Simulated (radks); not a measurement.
Initial-state core-level shifts of neutral iridium when its valence configuration changes from [Xe] 4f14 5d7 6s2. Method: non-relativistic Kohn-Sham, PBE, spin-polarised, spherical densities, point nucleus; open shells are filled with parallel spins first (spin-orbit coupling, left out, can overturn this in heavy ions); relativity is left out, which matters for an element this heavy; computed with a radial shooting solver on a logarithmic mesh with Libxc functionals. Shifts are changes of the shell-averaged eigenvalues in eV (positive: less bound); the change of the density at the nucleus, which sets a Mossbauer isomer shift, is in e/bohr^3, on a base of 3.273e+05.

4f14 5d7 6s1 6p1: 1s -1.179; 2s -1.171; 3d -1.177; 4d -1.180; density at nucleus -11.73
4f14 5d6 6s2 6p1: 1s -5.041; 2s -5.145; 3d -5.115; 4d -5.082; density at nucleus +7.97
4f13.5 5d7 6s1 6p1.5: 1s -9.683; 2s -10.328; 3d -11.019; 4d -9.505; density at nucleus +1.21
4f14 5d7 6p2: 1s -2.458; 2s -2.433; 3d -2.445; 4d -2.454; density at nucleus -26.83
4f12 5d9 6s2: 1s -24.814; 2s -27.350; 3d -30.266; 4d -23.685; density at nucleus +43.77
4f13 5d8 6s2: 1s -12.190; 2s -13.415; 3d -14.832; 4d -11.734; density at nucleus +21.48
4f12 5d7 6s2 6p2: 1s -35.891; 2s -38.671; 3d -41.502; 4d -34.772; density at nucleus +61.76
4f13.5 5d7 6s2 6p0.5: 1s -8.653; 2s -9.304; 3d -9.989; 4d -8.471; density at nucleus +14.72
4f13.5 5d7.5 6s2: 1s -6.040; 2s -6.642; 3d -7.340; 4d -5.839; density at nucleus +10.64
